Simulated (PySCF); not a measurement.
Gas-phase reaction: 2 SnO + 2 F2 → 2 SnF2 + O2

Computed with PySCF and rigid-rotor harmonic-oscillator thermochemistry at 1 bar. † marks an energy on the PBE0/def2-TZVP geometry and frequencies. MP2 and CCSD(T) freeze the core. Open shells (unrestricted): O2 (multiplicity 3); the rest are closed-shell singlets. B3LYP is the form with VWN-RPA correlation. Sn: scalar-relativistic def2 core potential, no spin-orbit coupling. MP2 isn't extrapolated to the basis-set limit. CCSD(T) isn't extrapolated to the basis-set limit. Warning, large T1 diagnostic: SnO (CCSD(T)/def2-SVP†).

```tsv
level	ΔH°(298 K), kJ
B3LYP/def2-TZVP†	(withheld)
BLYP/def2-TZVP†	-1060
CCSD(T)/def2-SVP†	-1065
HF/def2-TZVP†	(withheld)
MP2/def2-SVP†	(withheld)
MP2/def2-TZVPP†	-1069
PBE/def2-TZVP†	(withheld)
ωB97M-V/def2-TZVP†	-1152
```

Question: What belongs in the gaps?

Answer: 
- B3LYP/def2-TZVP†, ΔH°(298 K), kJ: -1130
- HF/def2-TZVP†, ΔH°(298 K), kJ: -1376
- MP2/def2-SVP†, ΔH°(298 K), kJ: -1078
- PBE/def2-TZVP†, ΔH°(298 K), kJ: -1073
